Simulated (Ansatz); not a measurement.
```yaml
crystal:
  periodic: [false, false, false]
  atoms:
    - {symbol: F, position_ang: [0.612150, -0.671888, 1.914847]}
    - {symbol: Ti, position_ang: [0.127223, -0.533116, 0.398750]}
    - {symbol: Cl, position_ang: [1.290233, -1.432283, -1.349016]}
    - {symbol: Cl, position_ang: [-2.107524, -1.156837, 0.150101]}
    - {symbol: Se, position_ang: [0.056157, 1.921835, 0.227230]}
    - {symbol: H, position_ang: [-0.332095, 1.811057, -1.273108]}
basis:
  gaussian: {orbitals: def2-SVPD, point_charges: [{charge: 1.00, position_ang: [4.794, -0.859, 0.663]}]}
hamiltonian: {xc: {name: PBE}}
output: {forces: true}
```

```sh
$ ansatz run in.yaml --threads 4 --pin off --events-out ev --progress --plain --max-ram 10444MiB
```

Shortened log:

```
Functional definition: PBE
  name "PBE"
  cite "Perdew, Burke & Ernzerhof, Phys. Rev. Lett. 77, 3865 (1996) doi:10.1103/PhysRevLett.77.3865"
  parent pbe
  parameter kappa = 0.804
  parameter beta = 0.06672455060314922
  exchange = pbe_x(kappa = kappa, mu = beta*pi^2/3)
  correlation = pbe_c(beta = beta)
1628 factors; their error is unknown
mean field evaluation 1: about -116198.7165 eV, gradient 3.9e1 eV
mean field evaluation 2: about -116181.6819 eV, gradient 1.1e2 eV
mean field evaluation 4: about -116195.3859 eV, gradient 5.2e1 eV
mean field evaluation 8: about -116201.4596 eV, gradient 3.5e-1 eV
mean field evaluation 16: about -116201.4220 eV, gradient 1.4e-3 eV
mean field -116201.42200401 eV, -4270.3234944948 hartree, gradient 2.7e-5 eV, S^2 0.000000; 0 other end points of the search recorded, 0 dependent functions left out
the calculation of the forces begins
reference -116201.42206891 eV, -4270.3234968795 hartree; 50, 50 occupied and 110, 110 virtual orbitals, 1628 factors
Total energy: -116201.42206891 eV, -4270.3234968795 hartree
Atom 0 at     0.612150    -0.671888     1.914847 Å, force     2.276989    -0.804101     6.079587 eV/Å
Atom 1 at     0.127223    -0.533116     0.398750 Å, force    -4.159807     0.879223    -6.922496 eV/Å
Atom 2 at     1.290233    -1.432283    -1.349016 Å, force     0.200927     0.193610     0.692562 eV/Å
Atom 3 at    -2.107524    -1.156837     0.150101 Å, force     1.597083     0.334131     0.232256 eV/Å
Atom 4 at     0.056157     1.921835     0.227230 Å, force    -0.072923    -0.598806    -1.019080 eV/Å
Atom 5 at    -0.332095     1.811057    -1.273108 Å, force     0.267230     0.023771     1.061222 eV/Å
Dipole moment:    -0.345343     0.351922     0.091563 e Å
```

Hardware: 4 threads of an Arm Neoverse V2 on a shared host. Wall time 2.1 s, peak host memory 0.28 GiB.
